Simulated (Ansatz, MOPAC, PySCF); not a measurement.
Molecule: 4-selanylbutan-1-ol, C4H10OSe, charge 0, multiplicity 1. SMILES: C(CCC[SeH])O
Geometry: optimised at B3LYP-D3(BJ)/def2-TZVP (Ansatz, a first-principles code).

Quantity: vertical ionisation energy to the doublet, in eV. Conventions: each state is the SCF solution reached for its charge and spin; LANL2DZ with its own core potentials from Na on; six Cartesian d functions in 6-31G* and its kin unless marked 5d; frozen cores in correlated levels (noble-gas shells and the d and f shells of earlier blocks); no dispersion term unless named; UHF or UKS for open shells; non-relativistic; no spin-orbit coupling; PM7 with its own dispersion and hydrogen-bond terms. First-principles rows: single points at B3LYP-D3(BJ) geometries (Ansatz). Semi-empirical rows: differences of heats of formation at the shared geometry for vertical values.

| level | program | vertical ionisation energy to the doublet (eV) |
|---|---|---|
| AM1 | MOPAC | 7.45 |
| PM3 | MOPAC | 8.98 |
| PM6 | MOPAC | 8.34 |
| PM7 | MOPAC | 8.03 |
| MNDO | MOPAC | 8.52 |
| HF/6-31G* | Ansatz | 7.72 |
| HF/6-31G* with LANL2DZ past Ar | Ansatz | 7.93 |
| B3LYP/6-31G* | Ansatz | 8.43 |
| B3LYP/6-31G* with LANL2DZ past Ar | Ansatz | 8.50 |
| M06-2X/6-31G* with LANL2DZ past Ar (5d) | PySCF | 8.90 |
| MP2/6-31G* | Ansatz | 8.39 |
| wB97M-V/def2-TZVPD | Ansatz | 8.75 |

No value to compare with is used here. The 11 habitual levels span 7.45 (AM1) to 8.98 eV (PM3); wB97M-V/def2-TZVPD gives 8.75.

The levels are drawn from those run, B3LYP/6-31G* more often than the rest, none by its result; left out are runs that failed, that the program found above a lower state of the same kind, or whose <S^2> lies over 0.5 above the pure value.
